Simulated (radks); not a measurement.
Zn I, configuration [Ar] 3d10 4s2 (the NIST ground configuration). Calculated with a radial shooting solver on a logarithmic mesh with Libxc functionals: scalar-relativistic Kohn-Sham, r2SCAN, spin-polarised, spherical densities, finite nucleus; meta-GGA in the generalised Kohn-Sham scheme; Fermi nuclear charge, rms radius 3.9283 fm.

Normalised radial functions P(r) = r R(r), r in bohr:

```
   r/bohr * 3p, o 4s (the largest magnitude, 1.24, reaches the edge; | marks zero, & curves that meet)
  0.00167                             &
 0.002193                             &
 0.002878                             *o
 0.003778                             *o
 0.004958                             *o
 0.006508                             *o
 0.008611                             *o
   0.0113                             |*o
  0.01484                             |*o
  0.01947                             | &
  0.02556                             | o*
  0.03355                             | o  *
  0.04404                             |o     *
  0.05781                             |o       *
  0.07587                            o|           *
  0.09959                           o |             *
   0.1318                          o  |             *
    0.173                          o  |          *
    0.227                           o |   *
    0.298                     *       |o
   0.3911          *                  |    o
   0.5134  *                          |     o
   0.6739  *                          |   o
   0.8846        *                   o|
    1.161                *     o      |
    1.524                 o     *     |
        2               o           * |
    2.647                o            *
    3.474                   o         *
     4.56                       o     *
    5.985                           o *
    7.856                            o*
```

3p: eigenvalue -86.065 eV, 1 radial node at r = 0.250 bohr, <r> = 0.713 bohr, 90 % of the charge inside 1.10 bohr. 4s: eigenvalue -6.220 eV, 3 radial nodes at r = 0.0650, 0.269, 0.845 bohr, <r> = 2.65 bohr, 90 % of the charge inside 4.09 bohr.
